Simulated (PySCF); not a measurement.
C3H3ClF2, SMILES C/C(F)=C(\F)Cl. Heavy atoms are numbered as in [CH3:1]/[C:2]([F:3])=[C:4](\[F:5])[Cl:6]. Hydrogens are named by the atom that carries them.

Coordinates come from a B3LYP-D3(BJ)/def2-SVP optimisation.

All values below come from HF/pcSseg-1 run with PySCF.

GIAO shieldings, no solvent; atoms alike by connectivity are averaged. δ = σ(ref) − σ: ¹³C against TMS (σ = 192.6 ppm); ¹⁹F against CFCl3 (σ = 238.5 ppm); ³⁵Cl against HCl (σ = 958.2 ppm); ¹H against TMS (σ = 31.99 ppm), references at their B3LYP-D3(BJ)/def2-TZVP geometries, non-relativistic (without spin–orbit terms, shifts of atoms bonded to Cl or Br come out too high).

```json
[
 {"nucleus": "¹³C", "atoms": "C2", "count": "1", "δ (ppm)": "154.6"},
 {"nucleus": "¹³C", "atoms": "C4", "count": "1", "δ (ppm)": "149.0"},
 {"nucleus": "¹³C", "atoms": "C1 (CH3)", "count": "1", "δ (ppm)": "15.6"},
 {"nucleus": "¹⁹F", "atoms": "F5", "count": "1", "δ (ppm)": "-117.2"},
 {"nucleus": "¹⁹F", "atoms": "F3", "count": "1", "δ (ppm)": "-128.4"},
 {"nucleus": "³⁵Cl", "atoms": "Cl6", "count": "1", "δ (ppm)": "169.5"},
 {"nucleus": "¹H", "atoms": "H on C1", "count": "3", "δ (ppm)": "2.58"}
]
```
